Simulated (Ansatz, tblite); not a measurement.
Removing an electron: Sn(CCH)H3 (C₂H₄Sn). Charge 0, multiplicity 1. Geometry: PBE0-D4/def2-TZVP. Ansatz, gas phase; energy differences of separate SCF runs; the oxidised species was run as a doublet alone.

```
atom   x (Å)   y (Å)   z (Å)
 Sn1  -0.165   1.127   0.235
  C2   0.130  -0.890  -0.186
  C3   0.302  -2.059  -0.430
  H4   0.453  -3.092  -0.645
  H5   1.360   1.848   0.454
  H6  -1.097   1.238   1.654
  H7  -0.982   1.826  -1.083
```

In the def2 sets Sn takes a core potential; there is no spin–orbit coupling. The xTB rows come from tblite. Correlated methods freeze 6 core orbitals; core or outer-core shells of Sn are correlated, in sets that lack core-valence functions. In CCSD on the charge 1 doublet the largest single amplitude is 0.17, so its Hartree–Fock determinant may place the open shell otherwise than the density functionals do. HOMO above LUMO, or a gap near zero within one spin, warns that the state may not be the lowest or that an electron is smeared out.

```
              level  −HOMO (eV)  vertical IE (eV)  −LUMO (eV)  HOMO–LUMO gap (eV)                                     remarks
           GFN1-xTB       12.27             15.42        6.11                6.16                                           –
   PBE-D4/def2-TZVP        6.89             10.05        0.74                6.15  gap within one spin near zero (+1 doublet)
r2SCAN-D4/def2-TZVP        7.13             10.10        0.49                6.64                                           –
  PBE0-D4/def2-TZVP        8.10             10.26       -0.17                8.27                                           –
     MP2/def2-TZVPP           –             10.88           –                   –                                           –
```

(1) Estimate the rows for GFN2-xTB, HF/def2-TZVPP, CCSD/def2-TZVPP, CCSD(T)/def2-TZVPP.

Answers

(1) 
```json
{"level": "GFN2-xTB", "−HOMO (eV)": "11.52", "vertical IE (eV)": "14.66", "−LUMO (eV)": "5.35", "HOMO–LUMO gap (eV)": "6.17"}
{"level": "HF/def2-TZVPP", "−HOMO (eV)": "–", "vertical IE (eV)": "9.11", "−LUMO (eV)": "–", "HOMO–LUMO gap (eV)": "–"}
{"level": "CCSD/def2-TZVPP", "−HOMO (eV)": "–", "vertical IE (eV)": "10.45", "−LUMO (eV)": "–", "HOMO–LUMO gap (eV)": "–"}
{"level": "CCSD(T)/def2-TZVPP", "−HOMO (eV)": "–", "vertical IE (eV)": "10.58", "−LUMO (eV)": "–", "HOMO–LUMO gap (eV)": "–"}
```

  Raw xTB energy differences between charge states are shifted by several eV; the methods need an empirical correction for them.
